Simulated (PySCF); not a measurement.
**Two-component Hartree-Fock for Ce³⁸⁺ (cerium, charge +38)**

Start: [Ar] 3d2; 3d3/2 filled at m_j = +1/2, +3/2. Calculated with PySCF 2.14 in an even-tempered Gaussian basis (16 s from 7.7 bohr⁻², ratio 2.8; 12 p from 10 bohr⁻², ratio 2.8; 8 d from 10 bohr⁻², ratio 2.8; 3 f from 31 bohr⁻², ratio 3): generalised Hartree-Fock with the X2C-1e Hamiltonian and a Gaussian nucleus; one run each with spin-orbit coupling (SO) switched off, then screened by Boettger's factors.

```json
{"spinor shell": "1s1/2", "electrons": "2", "ε, spin-free (eV)": "-42694.0", "ε, screened SO (eV)": "-42687.2", "weight of nominal j (screened SO)": "1.000", "rms radius, screened SO (bohr)": "0.0280"}
{"spinor shell": "2s1/2", "electrons": "2", "ε, spin-free (eV)": "-8604.7", "ε, screened SO (eV)": "-8601.9", "weight of nominal j (screened SO)": "1.000", "rms radius, screened SO (bohr)": "0.113"}
{"spinor shell": "2p1/2", "electrons": "2", "ε, spin-free (eV)": "-7918.7", "ε, screened SO (eV)": "-8239.9", "weight of nominal j (screened SO)": "1.000", "rms radius, screened SO (bohr)": "0.0969"}
{"spinor shell": "2p3/2", "electrons": "4", "ε, spin-free (eV)": "-7918.7", "ε, screened SO (eV)": "-7774.7", "weight of nominal j (screened SO)": "1.000", "rms radius, screened SO (bohr)": "0.102"}
{"spinor shell": "3s1/2", "electrons": "2", "ε, spin-free (eV)": "-3159.0", "ε, screened SO (eV)": "-3158.2", "weight of nominal j (screened SO)": "1.000", "rms radius, screened SO (bohr)": "0.279"}
{"spinor shell": "3p1/2", "electrons": "2", "ε, spin-free (eV)": "-2933.1", "ε, screened SO (eV)": "-3015.5", "weight of nominal j (screened SO)": "0.998", "rms radius, screened SO (bohr)": "0.268"}
{"spinor shell": "3d3/2", "electrons": "2", "ε, spin-free (eV)": "-2698.0", "ε, screened SO (eV)": "-2709.2", "weight of nominal j (screened SO)": "0.993", "rms radius, screened SO (bohr)": "0.242"}
```

**Question.** Where does 3p3/2 lie, and what is the 3p spin-orbit splitting (screened SO)?

**Answer.** At -2895.6 eV, 119.92 eV above 3p1/2.

| quantity | spin-free | screened SO |
| --- | --- | --- |
| E (hartree) | -7719.30446 | -7724.03738 |
| M_J | 2 | 2 |
| ⟨J²⟩ | 8.001 | 6.048 |
| ⟨L²⟩ | 12.000 | 10.395 |
| ⟨S²⟩ | 2.000 | 1.560 |

Each row is a mean over spinors that exchange with the open shell spreads, by up to 24.298 eV (3p1/2).

Breit and QED terms are absent; they matter most for the inner s and p1/2 levels.

Densities and radii are taken from the X2C orbitals without a picture-change correction, which distorts them close to the nucleus.

Without spin-orbit coupling the j labels of p, d and f shells carry no meaning; the spin-free column gives the mean over the occupied spinors of each nl shell, and its ⟨J²⟩ belongs to a mixture of degenerate components.
